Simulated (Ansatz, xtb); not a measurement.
# Isomers of BClFH2NO in order of energy

3 gas-phase structures of BClFH2NO, found in a search over its isomers (lower ones may exist). Each was relaxed with GFN2-xTB; where two conformers were screened, the lower at r2SCAN-D4/def2-SVP//GFN2-xTB is listed:

A. `NOB(F)Cl`, a singlet
B. `ONB(F)Cl`, a singlet
C. `F[B@-]1(Cl)[NH2+]O1`, a singlet

Problem. Estimate their order in r2SCAN-D4/def2-SVP//GFN2-xTB energy at these geometries, lowest first.

Solution. Calculated order at r2SCAN-D4/def2-SVP//GFN2-xTB: A (0.0), C (9.7), B (19.7) kJ/mol.

Energies above the lowest of each column, in kJ/mol; the last columns are at r2SCAN-D4/def2-SVP geometries:

```json
{"structure": "A", "GFN2-xTB": "0.0", "HF/STO-3G": "0.0", "r2SCAN-D4/def2-SVP//GFN2-xTB": "0.0", "r2SCAN-D4/def2-SVP": "0.0", "CCSD(T)/def2-SVP + ΔMP2/def2-TZVPP": "0.0"}
{"structure": "C", "GFN2-xTB": "41.6", "HF/STO-3G": "12.3", "r2SCAN-D4/def2-SVP//GFN2-xTB": "9.7", "r2SCAN-D4/def2-SVP": "12.9", "CCSD(T)/def2-SVP + ΔMP2/def2-TZVPP": "19.6"}
{"structure": "B", "GFN2-xTB": "7.3", "HF/STO-3G": "35.9", "r2SCAN-D4/def2-SVP//GFN2-xTB": "19.7", "r2SCAN-D4/def2-SVP": "23.9", "CCSD(T)/def2-SVP + ΔMP2/def2-TZVPP": "31.1"}
```

Every level run on A puts it lowest or level with the lowest. Flexible structures stand in one conformer each, not always the lowest. ΔMP2 is the change of the MP2 energy from the smaller to the larger basis.

Programs: Ansatz 0.2.0, xtb 6.7.1.
